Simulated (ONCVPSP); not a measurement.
Configuration tests for P (ONCV)

| Item | Value |
| --- | --- |
| Element | phosphorus (P) |
| Generator | ONCVPSP 4.0.1 |
| Type | optimised norm-conserving Vanderbilt (ONCV) |
| Functional | Wu-Cohen |
| Relativity | scalar-relativistic |
| Frozen core | [Ne] |
| Valence charge | 5 |
| Reference configuration | 3s1.75 3p3.25 |
| Partial waves | 3s: rc 1.50 bohr, ncon 4, nbas 7, qcut 5.2 1/bohr, 2 projectors, debl 1.7 Ha; 3p: rc 2.05 bohr, ncon 4, nbas 9, qcut 4.7 1/bohr, 3 projectors, debl 2.8 Ha; d scattering state at 0.02 Ha: rc 1.55 bohr, ncon 4, nbas 7, qcut 7.4 1/bohr, 1 projector |
| Local potential | polynomial inside 1.45 bohr (lpopt 5, dvloc0 2 Ha) |
| Core correction | Teter function, fcfact 5.5, rcfact 1.2 |

Energies are relative to the spin-unpolarised reference configuration 3s1.75 3p3.25; without spin polarisation the order of configurations can differ from experiment.

**Question.** Give the all-electron excitation energy and the error of the potential for: 3s2 3p3; 3s2 3p2; 3s2 3p1; 3s0 3p5.

**Answer.**

```
valence configuration  charge  ΔE all-electron (eV)  error AE − PS (meV)
              3s2 3p3       0                -2.117                 +0.2
              3s2 3p2      +1                 7.589                 -0.3
              3s2 3p1      +2                26.729                 +3.1
              3s0 3p5       0                15.058                 +6.0
```

Levels in the configuration 3s2 3p1:

```tsv
level	all-electron (eV)	pseudo (eV)
3s	-33.950	-33.935
3p	-24.279	-24.270
```
